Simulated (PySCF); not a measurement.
BeSi: everyday levels beside a composite calculation

PySCF; the state is a triplet (π ↑↑). The composite is CCSD(T) extrapolated to the basis-set limit from two correlation-consistent sets, with core-valence (CV) and scalar-relativistic (SR) terms as its label shows; it has no spin–orbit coupling and nothing beyond (T). Here it is CCSD(T)/CBS(TQ)+CV+SR. It gives Re = 2.113 Å, ωe = 582 cm⁻¹ and De = 1.38 eV to Be + Si.

```tsv
level	basis	relativity	Re (Å)	ωe (cm⁻¹)	De (eV)
ROHF	def2-TZVP	no relativity	2.153	456	0.47
UHF-MP2	def2-SVPD	no relativity	2.133	617	1.10
ROHF-MP2	aug-cc-pVDZ/aug-cc-pV(D+d)Z	no relativity	2.135	621	1.25
ROHF-SCS-MP2	def2-TZVP	no relativity	2.142	582	1.08
UHF-CCSD(T)	def2-SVPD	no relativity	2.183	513	0.92
ROHF-CCSD(T)	def2-TZVPP	no relativity	2.150	553	1.18
PBE	pcseg-1	no relativity	2.129	577	1.71
PBE	aug-cc-pVDZ/aug-cc-pV(D+d)Z	no relativity	2.124	585	1.83
M06	aug-cc-pVDZ/aug-cc-pV(D+d)Z	no relativity	2.111	600	1.63
M06-2X	def2-TZVPP	no relativity	2.114	568	1.47
```

Task: Give the difference of each row from the composite.

Result: 

```json
{"level": "ROHF", "basis": "def2-TZVP", "ΔRe (pm)": "+4.0", "Δωe (%)": "-21.6", "ΔDe (eV)": "-0.91"}
{"level": "UHF-MP2", "basis": "def2-SVPD", "ΔRe (pm)": "+2.0", "Δωe (%)": "+6.0", "ΔDe (eV)": "-0.28"}
{"level": "ROHF-MP2", "basis": "aug-cc-pVDZ/aug-cc-pV(D+d)Z", "ΔRe (pm)": "+2.2", "Δωe (%)": "+6.7", "ΔDe (eV)": "-0.13"}
{"level": "ROHF-SCS-MP2", "basis": "def2-TZVP", "ΔRe (pm)": "+2.9", "Δωe (%)": "+0.0", "ΔDe (eV)": "-0.30"}
{"level": "UHF-CCSD(T)", "basis": "def2-SVPD", "ΔRe (pm)": "+7.0", "Δωe (%)": "-11.9", "ΔDe (eV)": "-0.46"}
{"level": "ROHF-CCSD(T)", "basis": "def2-TZVPP", "ΔRe (pm)": "+3.7", "Δωe (%)": "-5.0", "ΔDe (eV)": "-0.20"}
{"level": "PBE", "basis": "pcseg-1", "ΔRe (pm)": "+1.6", "Δωe (%)": "-0.9", "ΔDe (eV)": "+0.33"}
{"level": "PBE", "basis": "aug-cc-pVDZ/aug-cc-pV(D+d)Z", "ΔRe (pm)": "+1.1", "Δωe (%)": "+0.5", "ΔDe (eV)": "+0.45"}
{"level": "M06", "basis": "aug-cc-pVDZ/aug-cc-pV(D+d)Z", "ΔRe (pm)": "-0.2", "Δωe (%)": "+3.1", "ΔDe (eV)": "+0.25"}
{"level": "M06-2X", "basis": "def2-TZVPP", "ΔRe (pm)": "+0.1", "Δωe (%)": "-2.4", "ΔDe (eV)": "+0.09"}
```

Task: Which rows come closest in De?

Result: M06-2X in def2-TZVPP (+0.09 eV), counted from the composite.

Correlated steps freeze the inner cores (5 to 6 orbitals); shallow outer-core shells are correlated. Correlated levels converge slowly with the basis: in double zeta they bind strong bonds too weakly, by up to about 1 eV, and carry superposition errors of some tenths. The CCSD T1 diagnostic is raised in BeSi, a sign that a single reference may not be enough there. UHF is strongly spin-contaminated for BeSi, so the ROHF reference used there is far from stable. The state is the lowest determinant that a PBE0 search found; another state may lie lower at other levels.
